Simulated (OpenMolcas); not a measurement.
## Bi3+: effect of the active space

```yaml
Program: OpenMolcas
Method: CASSCF or its RAS form
Basis: ANO-R3
Scalar_Hamiltonian: X2C, finite nucleus
Spin-orbit_coupling: state interaction with AMFI integrals over the reference wave functions, term energies averaged over their components
```

A. 2 electrons in 4 orbitals (6s 6p); 2S+1 = 3 even, 3 roots; 2S+1 = 1 even, 7 roots; 2S+1 = 3 odd, 3 roots; 2S+1 = 1 odd, 3 roots; cost roughly 26 core-seconds
B. 2 electrons in 9 orbitals (RAS2 6s 6p; RAS3 6d, at most 2 electrons); 2S+1 = 3 even, 3 roots; 2S+1 = 1 even, 7 roots; 2S+1 = 3 odd, 3 roots; 2S+1 = 1 odd, 3 roots; cost of the order of 27 core-seconds

Energies in cm⁻¹ above 6s² ¹S₀, the measured ground level; measured values from Moore, Atomic Energy Levels, vol. III, NSRDS-NBS 35 (1971 reprint of NBS Circular 467, 1958).

```
     Level       A       B  Measured
   6s² ¹S₀     0.0     0.0       0.0
6s 6p ³P°₀   66852   66079     70968
6s 6p ³P°₁   72078   71087     75926
6s 6p ³P°₂   88003   87184          
6s 6p ¹P°₁  117746  113547    114602
   6p² ³P₀  168247  167120    166552
```

Deviations, from unrounded energies. A percentage is the sum of absolute deviations over the sum of measured energies, with the sign that they share, or ± where signs differ.

```json
{"Against measurement": "mean absolute deviation (cm-1)", "Levels": "4", "A": "3200", "B": "2800"}
{"Against measurement": "other configurations (%)", "Levels": "4", "A": "±3.0", "B": "±2.7"}
```

B lies closest to measurement on these levels. The largest miss of B in the table is 6s 6p ³P°₀, by -4900 cm-1. The ranking rests on the paired levels alone, and a cruder setting can come out closer through cancelling errors.

Between A and B the level of the table that moves most is 6s 6p ¹P°₁, by 4200 cm-1 (lowest in B, highest in A).

Spin-orbit splittings of 6p shells tend to come out small when the coupling is added on scalar orbitals. The ¹D term of p² mixes with s d, which this space lacks (holds for A). Active for correlation alone: 6d; no level in the range computed is led by a configuration that fills it, so any true level of that kind is missing (holds for B). Measured partners are found by configuration, term and J. A level has none where our copy of the source lacks it or the pairing is in doubt (some pairs that miss far off the trend of their configuration count as doubtful), and it then counts in no deviation. Only configurations of the active space appear. The table leaves out levels that lie high or whose names do not pair safely across all columns.

° marks odd parity.
